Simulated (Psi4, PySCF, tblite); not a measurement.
Interaction energy of HF ··· H4Ge (SMILES F and [GeH4]). Monomers: optimised at B3LYP-D3(BJ) (def2-TZVP), held rigid. Orientation: a random orientation, not optimised. R is the distance of the centres of mass, along which the second monomer moves.

Geometry at R = 3.61 Å (first 2 atoms: monomer A):
```
7

F      0.4622     0.0000     0.0000
H     -0.4622     0.0000     0.0000
Ge     3.7623    -0.4940    -1.2655
H      3.3459    -0.0263     0.1369
H      5.1426     0.0850    -1.6094
H      3.8289    -2.0282    -1.2947
H      2.7317    -0.0067    -2.2947
```

GFN2-xTB (tblite); RKS-LDA (SVWN5)/6-31G* = restricted LDA (SVWN5)/6-31G*, spherical d, no counterpoise correction (PySCF); RMP2/3-21G = restricted MP2 (frozen core)/3-21G, no counterpoise correction in PySCF; SAPT0/jun-cc-pVDZ, frozen core (Psi4).

Interaction energies in kJ/mol; the last columns give the difference from SAPT0:

```tsv
R / Å	GFN2-xTB	RKS-LDA (SVWN5)/6-31G*	RMP2/3-21G	SAPT0/jun-cc-pVDZ	GFN2-xTB − SAPT0/jun-cc-pVDZ	RKS-LDA (SVWN5)/6-31G* − SAPT0/jun-cc-pVDZ	RMP2/3-21G − SAPT0/jun-cc-pVDZ
2.97	-9.34	-12.94	-11.43	10.66	-20.00	-23.60	-22.09
3.22	-11.26	-13.31	-14.65	3.12	-14.39	-16.43	-17.78
3.41	-9.93	-11.82	-13.57	0.67	-10.60	-12.48	-14.23
3.61	-7.78	-9.80	-11.10	-0.46	-7.32	-9.34	-10.64
3.80	-5.77	-7.90	-8.48	-0.83	-4.94	-7.07	-7.65
4.03	-3.83	-5.86	-5.66	-0.89	-2.94	-4.97	-4.77
4.28	-2.36	-4.04	-3.37	-0.77	-1.59	-3.27	-2.61
4.64	-1.14	-2.14	-1.46	-0.54	-0.60	-1.59	-0.92
5.10	-0.45	-0.78	-0.50	-0.33	-0.12	-0.45	-0.18
5.77	-0.13	-0.12	-0.17	-0.16	0.04	0.05	0.00
6.84	-0.03	0.00	-0.06	-0.06	0.04	0.07	0.00
8.11	-0.01	0.00	-0.03	-0.03	0.01	0.03	0.00
```

GFN2-xTB is furthest from SAPT0/jun-cc-pVDZ at 2.97 (-20.00 kJ/mol, below); its mean absolute difference over the points is 5.22 kJ/mol.

RKS-LDA (SVWN5)/6-31G* is furthest from SAPT0/jun-cc-pVDZ at 2.97 (-23.60 kJ/mol, below); its mean absolute difference over the points is 6.61 kJ/mol.

RMP2/3-21G is furthest from SAPT0/jun-cc-pVDZ at 2.97 (-22.09 kJ/mol, below); its mean absolute difference over the points is 6.74 kJ/mol.
